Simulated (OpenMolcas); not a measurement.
**Ge+: from RASSCF to RASPT2**

```yaml
Program: OpenMolcas 26.06
Basis: ANO-RCC-VTZP [6s5p3d1f]
Scalar_Hamiltonian: DKH2, point nucleus
Active_space: 3 electrons in 9 orbitals (RAS2 4s 4p; RAS3 4d, at most 2 electrons)
State_averaging: 2S+1 = 4 odd, 1 root (0 in the spin-orbit step); 2S+1 = 2 odd, 3 roots; 2S+1 = 4 even, 3 roots; 2S+1 = 2 even, 9 roots
Spin-orbit_coupling: state interaction with AMFI integrals over the reference wave functions, term energies averaged over their components
```

Methods on the same reference wave functions:
A. RASSCF
B. SS-RASPT2, IPEA 0.25 Eh, imaginary shift 0.1 Eh (closed shells correlated: 3d)
C. XMS-RASPT2, IPEA 0.25 Eh, imaginary shift 0.1 Eh (closed shells correlated: 3d)

Energies in cm-1 above 4s2 4p 2P* 1/2, the measured ground level; measured values from NIST Handbook of Basic Atomic Spectroscopic Data.

| Level | A | B | C | Measured |
| --- | --- | --- | --- | --- |
| 4s2 4p 2P* 1/2 | 0.0 | 0.0 | 0.0 | 0.0 |
| 4s2 4p 2P* 3/2 | 1610 | 1610 | 1610 | 1767 |
| 4s 4p2 4P 1/2 | 46721 | 50010 | 50040 | 51576 |
| 4s 4p2 4P 3/2 | 47307 | 50600 | 50630 | 52291 |
| 4s 4p2 4P 5/2 | 48213 | 51510 | 51540 | 53367 |
| 4s 4p2 2D 3/2 | 66971 | 69010 | 68990 | 65016 |
| 4s 4p2 2D 5/2 | 67055 | 69090 | 69080 | 65185 |
| 4s 4p2 2S 1/2 | 86933 | 87350 | 87460 | 85891 |
| 4s 4p2 2P 1/2 | 94101 | 92360 | 92210 | 91016 |
| 4s 4p2 2P 3/2 | 95039 | 93260 | 93100 | 92123 |

Deviations, from unrounded energies. A percentage is the sum of absolute deviations over the sum of measured energies, with the sign that they share, or ± where signs differ.

```csv
Against measurement,Levels,A,B,C
mean absolute deviation (cm-1),9,2900,1900,1900
fine structure of the ground term (%),1,-8.9,-8.9,-8.9
other configurations (%),8,±4.6,±3.0,±3.0
```

B, C lie about equally close to measurement and A furthest from it. The largest miss of C in the table is 4s 4p2 2D 3/2, by +4000 cm-1. The ranking rests on the paired levels alone, and a cruder setting can come out closer through cancelling errors.

Between B and C the level of the table that moves most is 4s 4p2 2P 3/2, by 160 cm-1 (lowest in C, highest in B). Moves below CASPT2's spread within the term are not significant.

The mean deviations of B to C differ by less than CASPT2's widest spread within a term (40 cm-1), so their order carries little weight.

The lowest spin-free term lies below A's lowest term by 0.398 hartree in B, 0.399 hartree in C.

Term energies are means over components that CASPT2 splits; among the terms shown or strongly mixed into the levels shown the widest spread is 40 cm-1 (4s 4p2 2P, C). Some high roots are left out of the spin-orbit mixing, which shifts the levels that they would mix with. Active for correlation alone: 4d; no level in the range computed is led by a configuration that fills it, so any true level of that kind is missing. Without dynamic correlation excited terms often stand tens of per cent too high (terms of higher spin than the ground term too low), and those without a measured partner can miss by more than the paired ones (holds for A). Measured partners are found by configuration, term and J. A level has none where our copy of the source lacks it or the pairing is in doubt (some pairs that miss far off the trend of their configuration count as doubtful), and it then counts in no deviation. Only configurations of the active space appear.

* marks odd parity.
